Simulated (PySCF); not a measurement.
Does the answer move with the share of exact exchange?

Compound: GeF4.
SMILES: `[F][Ge]([F])([F])[F]`

PySCF, def2-SVPD basis, density fitting, gas phase, PBE0-D3(BJ)/def2-SVP geometry; singlet excitations by full TDDFT with frozen cores and triplets by Tamm–Dancoff TDDFT. One functional is left out:

```json
{"functional": "LDA", "exact exchange (%)": "0", "HOMO energy (eV)": "-10.96", "LUMO energy (eV)": "-3.68", "lowest singlet excitation (eV)": "7.45", "lowest triplet excitation (eV)": "7.13", "mean polarisability (au)": "29.2"}
{"functional": "PBE", "exact exchange (%)": "0", "HOMO energy (eV)": "-10.71", "LUMO energy (eV)": "-3.33", "lowest singlet excitation (eV)": "7.52", "lowest triplet excitation (eV)": "7.18", "mean polarisability (au)": "29.2"}
{"functional": "PBE0", "exact exchange (%)": "25", "HOMO energy (eV)": "-12.91", "LUMO energy (eV)": "-2.21", "lowest singlet excitation (eV)": "8.79", "lowest triplet excitation (eV)": "8.34", "mean polarisability (au)": "26.8"}
{"functional": "BHandHLYP", "exact exchange (%)": "50", "HOMO energy (eV)": "-15.08", "LUMO energy (eV)": "-1.24", "lowest singlet excitation (eV)": "9.80", "lowest triplet excitation (eV)": "9.28", "mean polarisability (au)": "25.0"}
```

**Question.** Predict the row of B3LYP (20 % exact exchange) by straight lines through the other rows, and check it.

**Answer.** 
```tsv
property	line	computed	computed − line	PBE0 (25 %), for comparison
HOMO energy (eV)	-12.52	-12.57	-0.05	-12.91
LUMO energy (eV)	-2.56	-2.62	-0.06	-2.21
lowest singlet excitation (eV)	8.45	8.46	+0.01	8.79
lowest triplet excitation (eV)	8.04	8.05	+0.01	8.34
mean polarisability (au)	27.4	27.3	-0.1	26.8
```
